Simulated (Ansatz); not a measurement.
Consider the substitution at a C–Al bond: `NCC[CH2][AlH2]` + `CNC` → `CN(C)CCCN` + `[AlH3]`.

Program: Ansatz. Geometries: PBE0-D4/def2-TZVP. ΔE: electronic, gas phase. CBS: MP2 limit from def2 TZ/QZ plus the TZ coupled-cluster correction, frozen cores. This one scheme is used for every species. DFT in def2-TZVPP. B3LYP here is the variant with VWN-RPA as its local correlation; programs differ in this. Each species was taken in one conformer, which may not be the lowest.

Task: Is it downhill or uphill in electronic energy at CCSD(T)/CBS, and by how much? (Best estimate.)

Result: Ansatz gave: Uphill: ΔE = +9.1 kcal/mol.

Task: What do these levels give: r2SCAN-D4, B3LYP-D4, r2SCAN, SCS-MP2/def2-QZVPP, MP2/CBS(def2), CCSD/CBS(def2)? (Estimate.)

Result: Ansatz gave: r2SCAN-D4 11.1, B3LYP-D4 9.2, r2SCAN 11.8, SCS-MP2/def2-QZVPP 8.6, MP2/CBS(def2) 9.2, CCSD/CBS(def2) 9.5 kcal/mol.

Largest T1 diagnostic among the species: 0.010.

From PBE to PBE0 (25 % exact exchange), in def2-TZVPP and without D4, ΔE moves by −0.7 kcal/mol. The D4 term adds −2.5 kcal/mol with B3LYP and −1.5 kcal/mol with PBE0; it sums over pairs of atoms, weighted by their polarisabilities, and B3LYP, whose exchange is more repulsive, gets the larger term. In def2-TZVPP, CCSD(T) changes the Hartree–Fock value by −1.6 kcal/mol (the triples alone add −0.4 kcal/mol) and MP2 by −1.4 kcal/mol.
